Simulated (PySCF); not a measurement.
## Adding and removing an electron: SiBr

PBE0; Si def2-TZVPPD, Br def2-TZVPPD; no relativity (PySCF 2.14). Neutral (UKS): doublet (π ↑), Re = 2.231 Å, ωe = 422 cm⁻¹, De = 3.93 eV, HOMO -5.28 eV, LUMO -3.16 eV.

SiBr⁺ (UKS): singlet (closed shell), Re = 2.109 Å, ωe = 534 cm⁻¹, De = 4.77 eV to Si⁺ + Br. The energies at the minima are -2863.20631 hartree for SiBr and -2862.93512 for SiBr⁺.

**Question.** Work out the adiabatic ionisation energy, without and with harmonic zero-point energies (1 hartree = 27.2114 eV, 1 eV = 8065.5 cm⁻¹), and the change of the bond length.

**Answer.** At PBE0: 0.27119 hartree = 7.379 eV between the minima; the zero-point term (534.0 − 422.0)/2 cm⁻¹ = +0.007 eV makes it 7.386 eV. Re changes by -12.2 pm against the neutral. The electron leaves a π orbital, and the shorter bond of the ion fits an antibonding orbital, or a change in how ionic the bond is.

SiBr⁻ (UKS): triplet (π ↑↑), Re = 2.426 Å, ωe = 287 cm⁻¹, De = 1.88 eV to Si + Br⁻. The energies at the minima are -2863.20631 hartree for SiBr and -2863.25796 for SiBr⁻.

**Question.** Work out the adiabatic electron affinity, without and with harmonic zero-point energies (1 hartree = 27.2114 eV, 1 eV = 8065.5 cm⁻¹), and the change of the bond length.

**Answer.** At PBE0: 0.05165 hartree = 1.405 eV between the minima; the zero-point term (422.0 − 287.0)/2 cm⁻¹ = +0.008 eV makes it 1.414 eV. Re changes by +19.5 pm against the neutral. The electron enters a π orbital, and the longer bond of the ion fits an antibonding orbital, or a change in how ionic the bond is.

Spin–orbit coupling is left out. For an ion De counts to the pair picked by the measured ionisation energies or electron affinities, which need not be the lowest pair at this level. The highest Kohn–Sham level is positive in this anion. Much of that is self-interaction error, but it also means that the finite basis helps to hold the extra electron. States were picked by a PBE0 search and need not be the measured ground states.
